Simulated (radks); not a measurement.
Values are calculated unless marked as measured or tabulated.
Problem. All-electron atom: Al I in [Ne] 3p3 (not the ground configuration). Code: a radial shooting solver on a logarithmic mesh with Libxc functionals. Model: non-relativistic Kohn-Sham, LDA (Slater exchange, Perdew-Wang correlation), spin-polarised, spherical densities, point nucleus; open shells are filled with parallel spins first. Some entries of the table are withheld. Estimate them.

orbital  occ.  eigenvalue (Ry)  <r> (bohr)
1s up       1        -110.5236      0.1210
1s down     1        -110.5085      0.1209
2s up       1         -8.08283      0.6307
2s down     1         -8.06336      0.6298
2p up       3              (1)         (2)
2p down     3              (3)         (4)
3p up       3         -0.32796       3.074
3p down     0         -0.14259       3.625

Solution. 
(1) 2p up eigenvalue (Ry): -5.34118
(2) 2p up <r> (bohr): 0.6047
(3) 2p down eigenvalue (Ry): -5.31622
(4) 2p down <r> (bohr): 0.6028
